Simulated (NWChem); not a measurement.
# C3H10OSi; SMILES C[Si](C)(C)O

```xyz
15

C     -0.4079    -0.9811    -1.5361
Si     0.0306     0.0101     0.0000
C     -0.8432     1.6620     0.0000
C     -0.4079    -0.9811     1.5361
O      1.6676     0.3902     0.0000
H     -1.4874    -1.2014    -1.5711
H      0.1249    -1.9457    -1.5656
H     -0.1470    -0.4253    -2.4506
H     -0.5677     2.2496     0.8896
H     -1.9375     1.5364     0.0000
H     -0.5677     2.2496    -0.8896
H     -1.4874    -1.2014     1.5711
H      0.1249    -1.9457     1.5656
H     -0.1470    -0.4253     2.4506
H      2.2776    -0.3521     0.0000
```
Atoms are numbered in this order, from 1.

Program: NWChem. Structure relaxed at the PBE0/def2-SVP level. Total energies compare along this basis series because the functional is fixed.

```json
[
 {"level": "PBE/pcseg-1", "basis functions": "124", "energy (Ha)": "-484.6768", "highest occupied level (eV)": "…", "orbital gap (eV)": "…", "dipole (D)": "…"},
 {"level": "PBE/aug-pcseg-1", "basis functions": "209", "energy (Ha)": "-484.6910", "highest occupied level (eV)": "-6.61", "orbital gap (eV)": "5.75", "dipole (D)": "1.28"},
 {"level": "PBE/pcseg-2", "basis functions": "294", "energy (Ha)": "-484.8326", "highest occupied level (eV)": "-6.59", "orbital gap (eV)": "6.11", "dipole (D)": "1.33"},
 {"level": "PBE/STO-3G", "basis functions": "39", "energy (Ha)": "-478.8665", "highest occupied level (eV)": "-1.88", "orbital gap (eV)": "8.30", "dipole (D)": "1.05"},
 {"level": "PBE/def2-SVP", "basis functions": "124", "energy (Ha)": "-484.4821", "highest occupied level (eV)": "-6.29", "orbital gap (eV)": "6.76", "dipole (D)": "1.27"}
]
```

**Question.** Complete the blanks.

**Answer.** 
- PBE/pcseg-1, highest occupied level (eV): -6.52
- PBE/pcseg-1, orbital gap (eV): 6.60
- PBE/pcseg-1, dipole (D): 1.44
